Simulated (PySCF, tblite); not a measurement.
Bond stretch in SMILES CF. The C1–H5 bond (C1 also carries F, H, H; H5 carries nothing else) is pulled apart rigidly from the PBE0/def2-TZVP optimised geometry.

- GFN2-xTB, 300 K electronic temperature (tblite)
- UCCSD(T) = CCSD(T) on UHF/def2-TZVP, 2 core orbitals frozen run with PySCF

Energies relative to the lowest point of each curve near equilibrium, in mEh; the last columns give the difference from UCCSD(T):

```csv
R / Å,GFN2-xTB,UCCSD(T),GFN2-xTB − UCCSD(T)
0.87,47.1,48.1,-1.0
0.92,24.8,25.9,-1.1
0.97,10.9,11.8,-0.8
1.02,3.3,3.7,-0.4
1.07,0.2,0.3,-0.1
1.09,0.0,0.0,0.0
1.14,1.3,1.2,0.1
1.17,3.1,3.1,0.0
1.20,5.5,5.7,-0.1
1.28,14.3,15.0,-0.8
1.37,26.6,28.4,-1.8
1.49,44.9,48.1,-3.2
1.64,68.7,72.9,-4.2
1.82,96.1,101.0,-4.9
1.97,116.7,121.1,-4.4
2.18,141.7,144.2,-2.5
2.38,161.0,159.8,1.2
2.68,182.5,170.9,11.6
2.92,194.1,173.9,20.2
3.30,205.1,175.4,29.8
3.80,210.6,175.8,34.8
```

GFN2-xTB is furthest from UCCSD(T) at 3.80 (34.8 mEh, above); its mean absolute difference over the points is 5.9 mEh.

The unrestricted determinant behind UCCSD(T) is spin-contaminated at 1.82 to 3.80 Å (<S²> up to 1.0, against 0.00 for a pure singlet).
